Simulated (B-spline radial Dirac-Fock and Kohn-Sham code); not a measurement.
Model: Dirac-Fock (average of configuration) total-energy differences with a finite nucleus, the Breit interaction including its frequency dependence, and self-energy and vacuum-polarisation corrections. Program: a radial atomic solver. Correlation energy is missing from these numbers.

**Question.** Identify the element and charge state from the binding energies below (tabulated ground configuration; the least bound level is included).

| level | binding energy (eV) |
| --- | --- |
| K | 19999.0 |
| L1 | 3697.4 |
| L2 | 3465.6 |
| L3 | 3369.8 |
| M1 | 1286.5 |
| M2 | 1196.4 |
| M3 | 1175.6 |

**Answer.** Nb²³⁺: Z = 41 with 18 electrons, [Ne] 3s2 3p6. The hydrogen-like estimate √(E/Ry) = 38.3 for the K level lies 2.7 below Z (screening lowers it, relativity raises it); the outermost level, at 1175.6 eV, fixes the charge.

**Question.** Identify the element and charge state from the binding energies below (tabulated ground configuration; the least bound level is included).

```tsv
level	binding energy (eV)
K	43087.1
L1	9078.4
L2	8715.4
M1	3515.6
M2,3	3309.2
```

**Answer.** Ce⁴²⁺: Z = 58 with 16 electrons, [Ne] 3s2 3p4. The hydrogen-like estimate √(E/Ry) = 56.3 for the K level lies 1.7 below Z (screening lowers it, relativity raises it); the outermost level, at 3309.2 eV, fixes the charge.

**Question.** An atom or ion in its tabulated ground configuration has these computed binding energies (the last is its least bound level). Which is it?

```tsv
level	binding energy (eV)
L1	8892.8
M2	2202.8
M3	2058.6
N1	858.3
N2	778.5
N3	742.4
N4,5	605.6
```

**Answer.** Gd¹⁹⁺: Z = 64 with 45 electrons, [Kr] 4d9.

**Question.** Identify the element and charge state from the binding energies below (tabulated ground configuration; the least bound level is included).

```
level  binding energy (eV)
2p3/2              12176.5
   3s               4530.0
3d5/2               3477.0
   4s               2017.0
4p1/2               1901.8
4p3/2               1804.0
   4d               1627.4
```

**Answer.** Re³⁷⁺: Z = 75 with 38 electrons, [Kr] 4d2.
